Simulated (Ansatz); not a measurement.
**Cost against result**

Saddle point of GeH$_{4}$Se, closed shell (GeH₂ + H₂Se → GeH₄Se ([GeH3][SeH]); bonds formed: Ge1–H2; dative contacts that become bonds: Ge1–Se3; bonds broken: H2–Se3), PBE0-D4/def2-TZVP structure:

```xyz
6
angstrom
Ge 1.1029 0.3174 0.0845
H 0.0032 0.1079 -1.1828
Se -1.3088 -0.8092 -0.4591
H 0.6003 0.9845 1.3983
H 1.6028 -1.0850 0.5427
H -2.0005 0.4845 -0.3837
```

Barriers are electronic and count from the start structure reached by relaxing down the imaginary mode.

Program: Ansatz 0.2.0. Basis: as named in each row. Cores are frozen in the correlated methods. Filled d shells of the heavier atoms are correlated. The def2 sets are not built for correlating such inner shells, so the correlated values are less sure here. B3LYP uses VWN-RPA correlation. Extrapolation: Hartree–Fock as exp(−7.88 √X), correlation as X^−2.97.

Times are rough, for one single point on 2 threads of a shared host (Arm Neoverse V2).

The estimate by CCSD(T) at an estimated basis limit (MP2 extrapolated from triple and quadruple zeta, plus CCSD(T) − MP2 in triple zeta) is 0.521 eV.

| method | basis | time (s) | barrier (eV) | method less estimate |
| --- | --- | --- | --- | --- |
| HF | STO-3G | under 1 | 0.868 | 0.347 |
| SPW92 | def2-SVP | under 1 | 0.262 | -0.259 |
| PBE-D4 | STO-3G | under 1 | -0.258 | -0.780 |
| PBE-D4 | def2-SVP | under 1 | 0.352 | -0.169 |
| SPW92 | def2-TZVPP | under 1 | 0.251 | -0.271 |
| B3LYP-D4 | 6-31G | under 1 | 0.437 | -0.084 |
| PBE0-D4 | def2-SVP | 1 | 0.485 | -0.037 |
| PBE-D4 | def2-TZVPP | 1 | 0.339 | -0.182 |
| BLYP-D4 | def2-TZVPP | 1 | 0.412 | -0.109 |
| PBE0-D4 | def2-TZVPP | 2 | 0.469 | -0.053 |
| B3LYP-D4 | def2-TZVPP | 2 | 0.510 | -0.012 |
| BHLYP-D4 | def2-TZVPP | 2 | 0.677 | 0.155 |
| CAM-B3LYP-D4 | def2-TZVPP | 2 | 0.614 | 0.092 |
| RPA on PBE | def2-TZVPP | 3 | 0.532 | 0.010 |
| r2SCAN-D4 | def2-TZVPP | 3 | 0.360 | -0.161 |
| CCSD(T) | def2-SVP | 3 | 0.610 | 0.089 |
| r2SCAN0-D4 | def2-TZVPP | 4 | 0.479 | -0.042 |
| B2PLYP | def2-TZVPP | 4 | 0.508 | -0.013 |
| PBE-QIDH | def2-TZVPP | 4 | 0.533 | 0.012 |
| wB97M-V | def2-SVP | 5 | 0.666 | 0.145 |
| B97M-V | def2-TZVPP | 6 | 0.458 | -0.063 |
| wB97X-V | def2-TZVPP | 6 | 0.668 | 0.146 |
| wB97M-V | def2-TZVPP | 7 | 0.664 | 0.142 |
| MP2 | def2-QZVPP | 13 | 0.474 | -0.047 |
| CCSD(T) | def2-TZVPP | 31 | 0.535 | 0.014 |

All methods are single points on the PBE0-D4 structures; a negative value means that the method puts the saddle structure below the start.

No T1 diagnostic of these runs exceeds 0.013. The restricted Hartree–Fock reference is unstable towards an unrestricted one at one or more of these structures.

Losses and insertions of silylenes and their heavier kin drive the gas-phase chemistry of silicon and germanium vapour deposition.

Labels in which every atom is bracketed show which atoms are joined, not bond orders.
